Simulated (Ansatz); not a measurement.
C$_{3}$H$_{8}$F$_{3}$NZr, SMILES `CC(C)[NH][Zr]([F])([F])[F]`. Total charge 0; spin multiplicity 1. Correlated methods include outer-core shells of Zr, which these sets cover unevenly. Zr: def2 effective core potential.

```json
{"atom": "C1", "x (Å)": "-1.276", "y (Å)": "0.290", "z (Å)": "-1.512"}
{"atom": "C2", "x (Å)": "0.094", "y (Å)": "0.043", "z (Å)": "-0.902"}
{"atom": "C3", "x (Å)": "0.611", "y (Å)": "1.281", "z (Å)": "-0.187"}
{"atom": "N4", "x (Å)": "0.062", "y (Å)": "-1.072", "z (Å)": "0.035"}
{"atom": "Zr5", "x (Å)": "0.551", "y (Å)": "-1.080", "z (Å)": "1.988"}
{"atom": "F6", "x (Å)": "2.381", "y (Å)": "-0.559", "z (Å)": "2.197"}
{"atom": "F7", "x (Å)": "-0.528", "y (Å)": "0.190", "z (Å)": "2.931"}
{"atom": "F8", "x (Å)": "0.244", "y (Å)": "-2.858", "z (Å)": "2.596"}
{"atom": "H9", "x (Å)": "-1.995", "y (Å)": "0.559", "z (Å)": "-0.734"}
{"atom": "H10", "x (Å)": "-1.237", "y (Å)": "1.101", "z (Å)": "-2.245"}
{"atom": "H11", "x (Å)": "-1.645", "y (Å)": "-0.604", "z (Å)": "-2.022"}
{"atom": "H12", "x (Å)": "0.797", "y (Å)": "-0.195", "z (Å)": "-1.713"}
{"atom": "H13", "x (Å)": "1.614", "y (Å)": "1.120", "z (Å)": "0.221"}
{"atom": "H14", "x (Å)": "0.674", "y (Å)": "2.128", "z (Å)": "-0.872"}
{"atom": "H15", "x (Å)": "-0.065", "y (Å)": "1.573", "z (Å)": "0.626"}
{"atom": "H16", "x (Å)": "-0.283", "y (Å)": "-1.919", "z (Å)": "-0.406"}
```

Problem. Give the diagnostics of a CCSD(T)/def2-TZVPP run (frozen core, Ansatz). (An estimate is asked.)

Solution. Computed: T1 = 0.0154, largest single amplitude 0.028, largest double 0.019, (T) share of the correlation energy 3.7 %, 11 CCSD cycles. The RHF solution is stable towards an unrestricted one. T1 lies under the customary mark of 0.02 for closed shells.
